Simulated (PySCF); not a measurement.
Al(F)(GeH3)(OH) (AlFGeH4O), SMILES [OH][Al]([F])[GeH3].

Geometry optimised at PBE0-D3(BJ)/def2-SVP. The structure was generated by enumeration; whether it is a known compound was not checked. One conformer was computed; it need not be the lowest.

Two levels are set side by side: PBE/def2-TZVP (PySCF) and ωB97X/def2-TZVP (PySCF). Same geometry, gas phase. Differences are taken from unrounded values.

```csv
quantity,ωB97X
orbital gap (eV),11.57
highest occupied level (eV),-10.65
lowest empty level (eV),0.92
dipole moment (D),0.82
mean polarisability (bohr³),59.3
```

Question: What does PBE give, and how far is it from ωB97X? (An estimate is asked for; the answer gives what the named calculation found.)

Answer: 
```tsv
quantity	PBE	PBE minus ωB97X
orbital gap (eV)	5.49	-6.07
highest occupied level (eV)	-7.23	3.42
lowest empty level (eV)	-1.74	-2.66
dipole moment (D)	0.80	-0.02
mean polarisability (bohr³)	63.4	4.1
```

PBE's occupied levels lie high since its potential decays too fast outside the molecule; exact exchange lowers them and widens the gap. PBE's more diffuse valence density responds more strongly to a field. Differences between two approximate levels are no errors against the true value.

Rough cost on one machine, each run with all the roots and properties that it gave: ωB97X against PBE within a factor of 2.
